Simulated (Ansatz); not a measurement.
`[SiH3][O][InH][Cl]` + `C[N](C)[InH2]` → `C[N]([SiH3])[InH2]` + `C[O][InH][Cl]`  (redistribution)

Gas-phase electronic energies from Ansatz, PBE0-D4/def2-TZVP geometries. CCSD(T)/CBS is the MP2 limit (def2-TZVPP, def2-QZVPP) plus CCSD(T) − MP2 in def2-TZVPP, frozen cores. def2 core potentials past Kr. For In outer-core shells are correlated without core-valence functions, which leaves a few kJ/mol of doubt a bond. Each species was taken in one conformer, which may not be the lowest.

```tsv
species	CCSD(T)/CBS(def2) energy (Eh)
`[SiH3][O][InH][Cl]`	-1016.34767
`C[N](C)[InH2]`	-325.40049
`C[N]([SiH3])[InH2]`	-576.45186
`C[O][InH][Cl]`	-765.26650
```

Question: Work out ΔE.

Answer: ΔE = (-576.45186) + (-765.26650) − (-1016.34767) − (-325.40049) = 0.02980 Eh = +78.2 kJ/mol.

Largest T1 diagnostic among the species: 0.017.

From BLYP to BHLYP (50 % exact exchange), in def2-TZVPP and without D4, ΔE moves by +8.2 kJ/mol. Leaving LDA and LC-ωPBE aside and taking each functional with its dispersion term where it has one, the values, not all of them listed here, spread over 11.7 kJ/mol, from revPBE-D4 to BHLYP-D4.
